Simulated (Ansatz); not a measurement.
C₂H₇ClSi₃, SMILES C=C1[SiH2][SiH2][Si@H]1Cl.

Geometry optimised at PBE0-D3(BJ)/def2-SVP. A frequency run showed that this geometry is not a minimum. The structure was generated by enumeration; whether it is a known compound was not checked.

Two levels are set side by side: PBE/def2-SVPD (Ansatz, a quantum-chemistry and plane-wave program) and CAM-B3LYP/def2-SVPD (Ansatz). Energy differences of separate SCF runs at the same geometry; the states with an electron removed or added have multiplicity 2 and 2. Differences are taken from unrounded values.

```tsv
quantity	CAM-B3LYP
vertical ionisation energy (eV)	9.23
vertical electron affinity (eV)	0.41
vertical singlet–triplet gap (eV)	3.66
```

Task: What does PBE give, and how far is it from CAM-B3LYP? (An estimate is asked for; the answer gives what the named calculation found.)

Result: 
| quantity | PBE | PBE minus CAM-B3LYP |
|---|---|---|
| vertical ionisation energy (eV) | 8.84 | -0.39 |
| vertical electron affinity (eV) | 0.67 | 0.26 |
| vertical singlet–triplet gap (eV) | 3.44 | -0.21 |
